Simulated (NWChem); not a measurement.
System: C₂H₃O₂, doublet; SMILES CC([O])=O

The following NWChem deck was run.

```
start job
memory heap 200 mb stack 900 mb global 1100 mb
geometry units angstroms noautosym nocenter noautoz
  C      0.021342     1.338101    -0.007262
  C     -0.007608    -0.149090    -0.004866
  O     -1.046835    -0.833116     0.113317
  O      1.012740    -0.868180    -0.101224
  H      0.378018     1.689391     0.973002
  H     -0.984769     1.738092    -0.189655
  H      0.723849     1.696337    -0.772761
end
basis spherical
  * library def2-tzvp
end
dft
  odft
  mult 2
  xc xpbe96 cpbe96
  iterations 150
end
property
  hyperfine
end
task dft property
```

Output (shortened):

```
             Northwest Computational Chemistry Package (NWChem) 7.3.0
             --------------------------------------------------------

                             Geometry "geometry" -> ""
                             -------------------------

 Output coordinates in angstroms (scale by  1.889725989 to convert to a.u.)

  No.       Tag          Charge          X              Y              Z
 ---- ---------------- ---------- -------------- -------------- --------------
    1 C                    6.0000     0.02134200     1.33810100    -0.00726200
    2 C                    6.0000    -0.00760800    -0.14909000    -0.00486600
    3 O                    8.0000    -1.04683500    -0.83311600     0.11331700
    4 O                    8.0000     1.01274000    -0.86818000    -0.10122400
    5 H                    1.0000     0.37801800     1.68939100     0.97300200
    6 H                    1.0000    -0.98476900     1.73809200    -0.18965500
    7 H                    1.0000     0.72384900     1.69633700    -0.77276100

 Effective nuclear repulsion energy (a.u.)     113.4983037091

  pbe96 is a nonlocal functional; adding pw91lda local functional.
                              NWChem Property Module
                              ----------------------

  itol2e modified to match energy
  convergence criterion.

                                 NWChem DFT Module
                                 -----------------

 Summary of "ao basis" -> "ao basis" (spherical)
 ------------------------------------------------------------------------------
       Tag                 Description            Shells   Functions and Types
 ---------------- ------------------------------  ------  ---------------------
 C                         def2-tzvp                11       31   5s3p2d1f
 O                         def2-tzvp                11       31   5s3p2d1f
 H                         def2-tzvp                 4        6   3s1p

  itol2e modified to match energy
  convergence criterion.

            General Information
            -------------------
          SCF calculation type: DFT
          Wavefunction type:  spin polarized.
          No. of atoms     :     7
          No. of electrons :    31
           Alpha electrons :    16
            Beta electrons :    15
          Charge           :     0
          Spin multiplicity:     2
          Use of symmetry is: off; symmetry adaption is: off
          Maximum number of iterations: 150
          AO basis - number of functions:   142
                     number of shells:    56
          Convergence on energy requested:  1.00D-07
          Convergence on density requested:  1.00D-05
          Convergence on gradient requested:  5.00D-04

              XC Information
              --------------
          PerdewBurkeErnzerhof Exchange Functional  1.000
            Perdew 1991 LDA Correlation Functional  1.000 local
           PerdewBurkeErnz. Correlation Functional  1.000 non-local

             Grid Information
             ----------------
          Grid used for XC integration:  fine
          Radial quadrature: Mura-Knowles
          Angular quadrature: Lebedev.
          Tag              B.-S. Rad. Rad. Pts. Rad. Cut. Ang. Pts.
          ---              ---------- --------- --------- ---------
          C                   0.70       70           8.0       590
          O                   0.60       70          10.0       590
          H                   0.35       60           9.0       590
          Grid pruning is: on
          Number of quadrature shells:   460
          Spatial weights used:  Erf1

      Superposition of Atomic Density Guess
      -------------------------------------

 Sum of atomic energies:        -226.41069850

      Non-variational initial energy
      ------------------------------

 Total energy =    -228.110929
 1-e energy   =    -533.611754
 2-e energy   =     192.002522
 HOMO         =      -0.374611
 LUMO         =       0.041583

   convergence    iter        energy       DeltaE   RMS-Dens  Diis-err
 ---------------- ----- ----------------- --------- --------- ---------
 d= 0,ls=0.0,diis     1   -228.1524361495 -3.42D+02  3.66D-03  3.03D-01
                                                     3.91D-03  3.05D-01
 d= 0,ls=0.0,diis     2   -227.9586801710  1.94D-01  2.53D-03  8.35D-01
                                                     2.73D-03  7.74D-01
 d= 0,ls=0.0,diis     3   -228.2381043628 -2.79D-01  1.51D-03  6.02D-02
                                                     3.14D-03  6.44D-02
 d= 0,ls=0.0,diis     4   -228.1238652924  1.14D-01  1.21D-03  3.25D-01
                                                     2.57D-03  3.14D-01
 d= 0,ls=0.0,diis     5   -228.2601371007 -1.36D-01  3.00D-04  3.48D-03
                                                     3.67D-04  3.19D-03
  Resetting Diis
 d= 0,ls=0.0,diis     6   -228.2612809312 -1.14D-03  8.45D-05  3.58D-04
                                                     9.32D-05  3.58D-04
 d= 0,ls=0.0,diis     7   -228.2614389881 -1.58D-04  5.54D-05  2.76D-05
                                                     1.11D-04  2.52D-05
 d= 0,ls=0.0,diis     8   -228.2612351557  2.04D-04  4.86D-05  4.88D-04
                                                     1.33D-04  5.34D-04
 d= 0,ls=0.0,diis     9   -228.2614174973 -1.82D-04  1.77D-05  7.87D-05
                                                     3.49D-05  8.25D-05
 d= 0,ls=0.0,diis    10   -228.2614516548 -3.42D-05  2.95D-06  1.11D-06
                                                     2.65D-06  8.35D-07
 d= 0,ls=0.0,diis    11   -228.2614518779 -2.23D-07  1.44D-06  3.96D-07
                                                     1.40D-06  3.80D-07
 d= 0,ls=0.0,diis    12   -228.2614519975 -1.20D-07  1.17D-06  9.41D-08
                                                     6.25D-07  7.23D-08
 d= 0,ls=0.0,diis    13   -228.2614520307 -3.32D-08  1.38D-07  1.33D-09
                                                     8.77D-08  1.02D-09

         Total DFT energy =     -228.261452030673
      One electron energy =     -535.860091409286
           Coulomb energy =      222.927977847346
    Exchange-Corr. energy =      -28.827642177795
 Nuclear repulsion energy =      113.498303709062

 Numeric. integr. density =       31.000000245916

[...]

          ----------------------
          Hyperfine Interactions
          ----------------------

 Total Spin Density (Fermi Contact Term)
 ------------------ --------------------
     Atom            x         y         z       Density (a.u.)      Aiso(MHz)     Aiso(Gauss)
     1  13-C      0.04033   2.52864  -0.01372      -0.008946        -10.056791      -3.588507
     2  13-C     -0.01438  -0.28174  -0.00920      -0.027838        -31.294924     -11.166788
     3  17-O     -1.97823  -1.57436   0.21414       0.018665        -11.314761      -4.037381
     4  17-O      1.91380  -1.64062  -0.19129       0.018717        -11.345900      -4.048492
     5   1-H      0.71435   3.19249   1.83871      -0.000368         -1.645142      -0.587027
     6   1-H     -1.86094   3.28452  -0.35840       0.004847         21.666639       7.731183
     7   1-H      1.36788   3.20561  -1.46031       0.002661         11.893977       4.244060

           -------------------------------------------
           Anisotropic Interaction (Spin-Dipolar Term)
           -------------------------------------------

 ------------------------------------------------------------
     Atom            x         y         z
 ------------------------------------------------------------
     1  13-C      0.04033   2.52864  -0.01372

   Spin-Dipolar term (a.u.)
        xx             yy             zz             xy             xz             yz
 ------------------------------------------------------------------------------------------
       0.016230       0.000470      -0.016700      -0.001227      -0.003555      -0.000791

   Principal Comp. of -hf- tensor (au)            Anisotropic -hfcc- (MHz)               Anisotropic -hfcc- (Gauss)
 --------------------------------------------------------------------------------------------------------------------------
      0.016689     0.000438    -0.017127       2.239513     0.058831    -2.298344       0.799113     0.020992    -0.820105

   Orientation of the principal axis of Hyperfine Tensor w.r.t absolute (molecular) frame
 --------------------------------------------------------------------------------------------------------------------------
      0.992116     0.064045     0.107722
     -0.069969     0.996186     0.052140
     -0.103972    -0.059266     0.992813

 ------------------------------------------------------------
     Atom            x         y         z
 ------------------------------------------------------------
     2  13-C     -0.01438  -0.28174  -0.00920

   Spin-Dipolar term (a.u.)
        xx             yy             zz             xy             xz             yz
 ------------------------------------------------------------------------------------------
       0.058519       0.025801      -0.084320      -0.000730      -0.015065      -0.001454

   Principal Comp. of -hf- tensor (au)            Anisotropic -hfcc- (MHz)               Anisotropic -hfcc- (Gauss)
 --------------------------------------------------------------------------------------------------------------------------
      0.060100     0.025812    -0.085912       8.064881     3.463731   -11.528612       2.877745     1.235943    -4.113688

   Orientation of the principal axis of Hyperfine Tensor w.r.t absolute (molecular) frame
 --------------------------------------------------------------------------------------------------------------------------
      0.994481     0.015263     0.103800
     -0.016766     0.999767     0.013621
     -0.103568    -0.015286     0.994505

 ------------------------------------------------------------
     Atom            x         y         z
 ------------------------------------------------------------
     3  17-O     -1.97823  -1.57436   0.21414

   Spin-Dipolar term (a.u.)
        xx             yy             zz             xy             xz             yz
 ------------------------------------------------------------------------------------------
       0.801878       0.269675      -1.071553      -1.649074      -0.152835       0.135374

   Principal Comp. of -hf- tensor (au)            Anisotropic -hfcc- (MHz)               Anisotropic -hfcc- (Gauss)
 --------------------------------------------------------------------------------------------------------------------------
      2.218845    -1.134940    -1.083906    -160.554120    82.123443    78.430677     -57.289606    29.303637    27.985969

   Orientation of the principal axis of Hyperfine Tensor w.r.t absolute (molecular) frame
 --------------------------------------------------------------------------------------------------------------------------
      0.759840     0.642744     0.097586
     -0.647155     0.762113     0.019374
     -0.061919    -0.077874     0.995039

 ------------------------------------------------------------
     Atom            x         y         z
 ------------------------------------------------------------
     4  17-O      1.91380  -1.64062  -0.19129

   Spin-Dipolar term (a.u.)
        xx             yy             zz             xy             xz             yz
 ------------------------------------------------------------------------------------------
       0.894417       0.164512      -1.058929       1.628427      -0.252233      -0.205286

   Principal Comp. of -hf- tensor (au)            Anisotropic -hfcc- (MHz)               Anisotropic -hfcc- (Gauss)
 --------------------------------------------------------------------------------------------------------------------------
      2.230437    -1.139495    -1.090942    -161.392890    82.453067    78.939823     -57.588899    29.421255    28.167644

   Orientation of the principal axis of Hyperfine Tensor w.r.t absolute (molecular) frame
 --------------------------------------------------------------------------------------------------------------------------
      0.776771    -0.620105     0.109987
      0.622051     0.782725     0.019829
     -0.098385     0.053015     0.993735

 ------------------------------------------------------------
     Atom            x         y         z
 ------------------------------------------------------------
     5   1-H      0.71435   3.19249   1.83871

   Spin-Dipolar term (a.u.)
        xx             yy             zz             xy             xz             yz
 ------------------------------------------------------------------------------------------
      -0.002816       0.005335      -0.002519       0.000628      -0.000109       0.004732

   Principal Comp. of -hf- tensor (au)            Anisotropic -hfcc- (MHz)               Anisotropic -hfcc- (Gauss)
 --------------------------------------------------------------------------------------------------------------------------
     -0.002774     0.007583    -0.004809      -1.480248     4.046057    -2.565809      -0.528188     1.443731    -0.915543

   Orientation of the principal axis of Hyperfine Tensor w.r.t absolute (molecular) frame
 --------------------------------------------------------------------------------------------------------------------------
      0.981915     0.050185     0.182552
      0.032756     0.904655    -0.424884
     -0.186469     0.423180     0.886650

 ------------------------------------------------------------
     Atom            x         y         z
 ------------------------------------------------------------
     6   1-H     -1.86094   3.28452  -0.35840

   Spin-Dipolar term (a.u.)
        xx             yy             zz             xy             xz             yz
 ------------------------------------------------------------------------------------------
      -0.001791       0.008602      -0.006811      -0.002615       0.000981      -0.002110

   Principal Comp. of -hf- tensor (au)            Anisotropic -hfcc- (MHz)               Anisotropic -hfcc- (Gauss)
 --------------------------------------------------------------------------------------------------------------------------
     -0.002368     0.009541    -0.007173      -1.263377     5.090661    -3.827284      -0.450804     1.816471    -1.365668

   Orientation of the principal axis of Hyperfine Tensor w.r.t absolute (molecular) frame
 --------------------------------------------------------------------------------------------------------------------------
      0.964067    -0.234048    -0.125683
      0.248104     0.962351     0.111020
      0.094967    -0.138214     0.985839

 ------------------------------------------------------------
     Atom            x         y         z
 ------------------------------------------------------------
     7   1-H      1.36788   3.20561  -1.46031

   Spin-Dipolar term (a.u.)
        xx             yy             zz             xy             xz             yz
 ------------------------------------------------------------------------------------------
      -0.003955       0.007051      -0.003096       0.000802      -0.001449      -0.004646

   Principal Comp. of -hf- tensor (au)            Anisotropic -hfcc- (MHz)               Anisotropic -hfcc- (Gauss)
 --------------------------------------------------------------------------------------------------------------------------
     -0.003359     0.008983    -0.005624      -1.792289     4.793008    -3.000720      -0.639532     1.710262    -1.070730

   Orientation of the principal axis of Hyperfine Tensor w.r.t absolute (molecular) frame
 --------------------------------------------------------------------------------------------------------------------------
      0.821123     0.098490     0.562190
     -0.284168     0.924781     0.253038
     -0.494981    -0.367532     0.787347
```

Level: PBE/def2-TZVP, spin-unrestricted, contact and dipolar terms. Structure relaxed at the PBE0/def2-SVP, spin-unrestricted level. No stability test was run on the SCF state.
